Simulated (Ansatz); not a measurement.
Abridged output of a molecular run in Ansatz:

```
Functional definition: HF
  name "HF"
  cite "Fock, Z. Phys. 61, 126 (1930) doi:10.1007/BF01340294"
  parent pbe
  exchange = exact_x
  correlation = 0
1472 factors; integrals over basis functions are off by at most 1.1e-3 eV
mean field evaluation 1: about -17082.5914 eV, gradient 4.4e1 eV
mean field evaluation 2: about -17082.7605 eV, gradient 4.4e1 eV
mean field evaluation 4: about -17087.3338 eV, gradient 4.4e0 eV
mean field evaluation 8: about -17087.4091 eV, gradient 2.1e-1 eV
mean field -17087.40938144 eV, -627.9507125060 hartree, gradient 7.9e-6 eV, S^2 0.000000; 0 other end points of the search recorded, 0 dependent functions left out
12 core orbitals not correlated: weight in the atoms' cores, before any rotation towards them, 1.000 or more for the frozen orbitals, at most 0.000 for the correlated occupied ones
reference -17087.40938144 eV, -627.9507125060 hartree; 12, 12 occupied and 234, 234 virtual orbitals, 1472 factors
second order -16.36719268 eV of doubles, -0.00000000 eV of singles
cycle   1  -17.21288297 eV  change   -8.5e-1 eV  update   9.0e-2
cycle   2  -17.70014825 eV  change   -4.9e-1 eV  update   2.8e-2
cycle   3  -17.77835980 eV  change   -7.8e-2 eV  update   1.2e-2
cycle   4  -17.77159189 eV  change    6.8e-3 eV  update   3.4e-3
cycle   5  -17.77152016 eV  change    7.2e-5 eV  update   1.7e-3
cycle   6  -17.77156005 eV  change   -4.0e-5 eV  update   5.3e-4
cycle   7  -17.77142338 eV  change    1.4e-4 eV  update   2.0e-4
cycle   8  -17.77146519 eV  change   -4.2e-5 eV  update   6.9e-5
cycle   9  -17.77147523 eV  change   -1.0e-5 eV  update   2.0e-5
perturbative correction -0.63526737 eV, -0.0233456453 hartree
Total energy: -17105.81612405 eV, -628.6271478201 hartree
```

Its atoms:

Cartesian coordinates in Å:
```
C 0.342 -1.627 1.166
Si -0.189 -0.783 -0.413
N 0.444 0.821 -0.564
Al -0.423 2.374 -0.655
H -0.076 -2.636 1.221
H 1.430 -1.715 1.217
H 0.005 -1.069 2.042
H 0.241 -1.633 -1.562
H -1.671 -0.653 -0.452
H 1.453 0.871 -0.626
H 0.446 3.689 -0.814
H -2.001 2.360 -0.562
```

(1) Which basis set was used?
A. def2-SVP
B. def2-TZVPPD
C. def2-TZVPP
D. cc-pV(Q+d)Z

(2) Write the keys of the input that set method, charge and spin (a neutral closed shell needs none for the last two).

Answers

(1) C. It gives 258 functions.

(2) 
```yaml
correlation: {method: ccsd_t}
```
